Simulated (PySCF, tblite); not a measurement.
Isomers of C7H13F, one GFN2-xTB conformer each. Single-point energies are computed at PBE0/pcSseg-1 (PySCF, gas phase, no added dispersion term), electronic only.

**Question.** Rank them by PBE0/pcSseg-1 energy, lowest first (kJ/mol).
A. `C/C(F)=C/C(C)(C)C`
B. `CC(C)(C)[C@@H]1C[C@@H]1F`

**Answer.** A (0.0), B (45.5).

As drawn, the lower has a C=C bond outside aromatic rings, which the higher lacks; the higher has a three-membered ring, which the lower lacks. GFN2-xTB itself gives, in the same order: 0.0, 8.0. Both levels put the same isomer lowest.

**Question.** Which frontier levels, dipoles and rotational constants go with these structures?

**Answer.** 
```
                  SMILES  HOMO (eV, PBE0/pcSseg-1)  LUMO (eV)  dipole (D)     A, B, C (MHz)
       C/C(F)=C/C(C)(C)C                     -6.93       0.68        1.38  3309, 1292, 1174
CC(C)(C)[C@@H]1C[C@@H]1F                     -7.79       1.28        1.55  2991, 1575, 1407
```

**Question.** What happens when harmonic zero-point energies from GFN2-xTB frequencies are added?

**Answer.** 
| SMILES | ZPE (kJ/mol) | electronic (kJ/mol) | with ZPE (kJ/mol) |
| --- | --- | --- | --- |
| C/C(F)=C/C(C)(C)C | 478.6 | 0.0 | 0.0 |
| CC(C)(C)[C@@H]1C[C@@H]1F | 483.7 | 45.5 | 50.6 |

The zero-point energies span 5.1 kJ/mol. The order is unchanged.

**Question.** As an exercise, what shares would exp(−E/RT) give at 2000 K from these electronic energies alone (no entropy, no degeneracies)?

**Answer.** RT = 16.629 kJ/mol: C/C(F)=C/C(C)(C)C 93.9 %, CC(C)(C)[C@@H]1C[C@@H]1F 6.1 %.
